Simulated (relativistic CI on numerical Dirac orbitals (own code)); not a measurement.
## Sb⁺: calculation against measurement

Calculated at this level of theory: Dirac-Coulomb-Breit CI, orbitals from a KLI potential per configuration, QED by a radiative potential, valence Slater integrals scaled by 0.85, configuration energies shifted to the measured levels that pair with them (semi-empirical) (own radial code, finite nucleus).

Configuration list (outside the closed core [Kr] 4d10): 5s²5p², 5s5p³, 5s²5p6s, 5s²5p5d, 5s²5p6p, 5p⁴, 5s²5d², 5s5p²5d, 5s²5p7s, 5s²5p6d, 5s²5p7p, 5s²4f², 5s²5p4f, 5s²5p5f, 5s²5p7d, 5s²5p5g, 5s²5p6f, 5s²5p7f, 5s5p²6s, 5p²5d². Levels of other configurations are missing.

| Configuration | Term (tabulated) | J | Measured (cm⁻¹) | Computed | Error | Purity (%) |
| --- | --- | --- | --- | --- | --- | --- |
| 5s²5p² | 3P | 0 | 0.0 | 0 | 0 | 92 |
| 5s²5p² | 3P | 1 | 3054.6 | 2917 | -138 | 97 |
| 5s²5p² | 3P | 2 | 5658.2 | 5553 | -105 | 85 |
| 5s²5p² | 1D | 2 | 12789.8 | 13170 | 380 | 85 |
| 5s²5p² | 1S | 0 | 23905.5 | 22793 | -1112 | 90 |
| 5s5p³ | 5S° | 2 | 51722.9 | 49228 | -2495 | 99 |
| 5s5p³ | 3D° | 1 | 66291.6 | 66327 | 35 | 63 |
| 5s5p³ | 3D° | 2 | 66502.3 | 66465 | -37 | 60 |
| 5s5p³ | 3D° | 3 | 67887.5 | 67920 | 33 | 67 |
| 5s²5p6s | 3P° | 0 | 69137.3 | 69128 | -9 | 98 |
| 5s²5p6s | 3P° | 1 | 69535.7 | 69568 | 32 | 74 |
| 5s²5p6s | 3P° | 2 | 75274.5 | 75256 | -19 | 78 |
| 5s²5p5d | 3F° | 2 | 76691.8 | 76736 | 44 | 56 |
| 5s5p³ | 3P° | 0 | 76857.8 | 76693 | -164 | 58 |
| 5s²5p5d | 3F° | 3 | 77726.9 | 77733 | 6 | 94 |
| 5s²5p5d | 3F° | 4 | 81083.0 | 81003 | -80 | 99 |
| 5s²5p6p | 3D | 1 | 83826.4 | 83786 | -40 | 61 |
| 5s²5p6p | 3D | 2 | 86183.6 | 86161 | -23 | 70 |
| 5s²5p6p | 3D | 3 | 91583.2 | 91607 | 23 | 98 |
| 5s²5p6p | 1D | 2 | 93853.2 | 94184 | 331 | 76 |

Measured levels from NIST Handbook of Basic Atomic Spectroscopic Data (Sansonetti and Martin, J. Phys. Chem. Ref. Data 34, 1559 (2005)); pairs were made by configuration, J and term (by order where the table uses no LS term), so strongly mixed levels may be paired wrongly.

Mean error by configuration (cm⁻¹): 5s²5p² -244; 5s5p³ -526; 5s²5p6s 1; 5s²5p5d -10; 5s²5p6p 73. Over the excited levels the mean absolute error is 269 cm⁻¹ (19 of the 27 excited levels that our extract of the source holds in range could be paired, and the others can miss by more), and the median relative error of those above 1,000 cm⁻¹ is 0.056 %, both after the shifts were fitted to these levels, so that a configuration with one level shows no error.

Transition probabilities of persistent lines. The last column rescales the computed rate by the cube of measured over computed energy:

| λ measured (Å) | Lower | Upper | A tabulated (s⁻¹) | A computed | A rescaled |
| --- | --- | --- | --- | --- | --- |
| 1384.66 vacuum | 5s²5p² ³P1 | 5s²5p6s ³P°2 | 1.10e+08 | 2.40e+08 | 2.38e+08 |
| 1436.45 vacuum | 5s²5p² ³P2 | 5s²5p6s ³P°2 | 5.20e+08 | 4.72e+08 | 4.70e+08 |

Configurations whose levels could be paired with our table of measured levels were shifted onto them, all but the ground configuration, by the median error of their levels; single terms can still be off by 1,000 to 2,000 cm⁻¹ or more, and rates follow the energies as ν³ (E1, M1) or ν⁵ (E2). The others borrow a shift and can be off by several thousand cm⁻¹ or more. The fine structure of a lone outer electron comes out too small, for d and f at times inverted, and misplaced configurations move strength between like terms. 19 of the 27 excited levels that our extract of the measured tables holds in this range could be paired (the sources list more); they are missed by 269 cm⁻¹ on average and 2495 at most, after the shifts were fitted to these levels, and levels without a partner can miss by more.

Shifts applied (cm⁻¹): 5s²5p² 0; 5s5p³ 277; 5s²5p6s -5901; 5s²5p5d -5422; 5s²5p6p -4894.
